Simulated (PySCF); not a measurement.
A PySCF script (with the pyscf-properties extension) for the NMR shieldings of `CCCCS(=O)(=O)CC`, C6H14O2S, on a GFN2-xTB geometry:

```python
import basis_set_exchange as bse
import numpy as np
from pyscf import gto, dft
from pyscf.prop import nmr

atoms = """
C    -3.759434    0.061519    0.165479
C    -2.413596    0.525452   -0.376057
C    -1.270918   -0.338613    0.155700
C     0.084288    0.100476   -0.363663
S     1.326114   -0.997232    0.398364
O     1.335003   -0.754609    1.815981
O     1.067332   -2.341225   -0.043938
C     2.940520   -0.477057   -0.284858
C     3.265728    0.920699    0.187089
H    -3.771335    0.116912    1.251229
H    -3.951982   -0.967942   -0.126475
H    -4.561810    0.685435   -0.220679
H    -2.424095    0.478358   -1.467225
H    -2.244317    1.565780   -0.088830
H    -1.426514   -1.380968   -0.128938
H    -1.246575   -0.293649    1.246479
H     0.322224    1.116300   -0.062495
H     0.173432   -0.019141   -1.439942
H     3.650806   -1.209050    0.091281
H     2.863909   -0.567633   -1.364133
H     4.310983    1.161230    0.005319
H     2.652541    1.660139   -0.322730
H     3.072946    0.981804    1.256058
"""
names = dict.fromkeys(["C", "S", "O", "H"], "pcSseg-1")
basis = {el: gto.basis.parse(bse.get_basis(n, elements=[el], fmt="nwchem")) for el, n in names.items()}
mol = gto.M(atom=atoms, basis=basis, charge=0, verbose=0)
mf = dft.RKS(mol, xc="PBE0")
mf.grids.level = 2
mf.grids.alignment = dft.numint.BLKSIZE   # the property module wants whole blocks of grid points
mf.conv_tol = 1e-9
mf.kernel()

calc = nmr.RKS(mf)   # GIAO
C = mf.mo_coeff
Co = C[:, mf.mo_occ > 0]
resp = mf.gen_response(singlet=True, hermi=2)
def vind(x):   # induced exchange potential for any number of trial vectors
    d = np.einsum("pi,xij,qj->xpq", C, 2 * x.reshape(-1, C.shape[1], Co.shape[1]), Co, optimize=True)
    return np.einsum("xpq,pi,qj->xij", resp(d - d.transpose(0, 2, 1)), C, Co, optimize=True).ravel()
mo1, _ = nmr.rhf.solve_mo1(calc, with_cphf=vind)
sigma = calc.kernel(mo1)
for i, s in enumerate(sigma):   # ppm
    print("%2d %-2s %9.2f" % (i, mol.atom_pure_symbol(i), np.trace(s) / 3))
```

Task: Give the expected output.

Result: 
```
 0 C     170.15
 1 C     160.30
 2 C     162.86
 3 C     128.88
 4 S     193.33
 5 O     148.97
 6 O     137.67
 7 C     130.12
 8 C     176.70
 9 H      30.61
10 H      30.61
11 H      30.37
12 H      30.41
13 H      30.42
14 H      29.73
15 H      29.86
16 H      29.09
17 H      29.48
18 H      28.88
19 H      29.00
20 H      30.36
21 H      30.72
22 H      29.95
```

These numbers come from an equivalent density-fitted implementation of the same equations, which agrees with the script to about 0.01 ppm for H and up to a few tenths of a ppm for heavy atoms, so last digits may differ.

Task: Turn these shieldings into chemical shifts. δ = σ(ref) − σ, references computed at the same level: 13C (σ = 186.93 ppm), 1H (σ = 31.72 ppm) vs TMS; 33S (σ = 503.73 ppm) against CS2; H2O for 17O (σ = 336.08 ppm).

Result: Averaging equivalent atoms: C 3: 58.0; C 7: 56.8; C 1: 26.6; C 2: 24.1; C 0: 16.8; C 8: 10.2; S 4: 310; O 5/6: 192.8; H 18/19: 2.77; H 16/17: 2.43; H 14/15: 1.92; H 20/21/22: 1.38; H 12/13: 1.30; H 9/10/11: 1.18 ppm. Experimental scales use liquid or dissolved standards, which lie at an offset from isolated H2O (liquid H2O: subtract about 36 ppm).

Size and cost of the density-fitted run: 230 basis functions, 43 s wall time on 1 thread of an Arm Neoverse V2, shared host.
